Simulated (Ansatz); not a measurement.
Molecule: sum formula H6Si3O2Cl2, net charge 0, singlet state. 
Geometry from a B3LYP-D3(BJ)/def2-TZVP (Ansatz, a first-principles code) optimisation:
SMILES: [SiH3]O[Si](Cl)(Cl)O[SiH3]
```xyz
13

Si     2.8412     0.9557     0.7689
O      1.2214     0.6463     0.7185
Si     0.0065    -0.0405    -0.0695
Cl    -0.1541     0.7723    -1.9418
Cl     0.3579    -2.0472    -0.2740
O     -1.3553     0.1927     0.7426
Si    -2.9864    -0.0473     0.8079
H      3.2403     1.6888    -0.4510
H      3.0946     1.7784     1.9677
H      3.5825    -0.3201     0.8555
H     -3.4725     0.5733     2.0557
H     -3.6241     0.5885    -0.3641
H     -3.2704    -1.4978     0.8113
```
Charge 0, spin multiplicity 1.

Quantity: atomisation energy (electronic, to ground-state atoms), in eV. Cores are frozen in the correlated levels unless marked. UHF or UKS for open shells. Spin-orbit coupling is left out. No relativistic terms. The coupled-cluster limit lacks core correlation, which all-electron functionals hold. CBS marks a two-point X^-3 extrapolation of the correlation energy; Hartree-Fock from the larger set.

```
level                                        program  atomisation energy (eV)  minus last row
-------------------------------------------  -------  -----------------------  --------------
B2GP-PLYP/def2-TZVPD                          Ansatz                    47.45           -1.21
MP2/STO-3G                                    Ansatz                    45.10           -3.56
MP2/aug-cc-pV(D+d)Z                           Ansatz                    45.41           -3.25
RI-MP2/cc-pV(Q+d)Z                            Ansatz                    49.00            0.34
RI-MP2/CBS(aug-cc-pV(T+d)Z,aug-cc-pV(Q+d)Z)   Ansatz                    49.69            1.03
CCSD(T)/cc-pwCVTZ                             Ansatz                    47.08           -1.58
CCSD(T)/CBS(cc-pV(T+d)Z,cc-pV(Q+d)Z)          Ansatz                    48.66            0.00
```
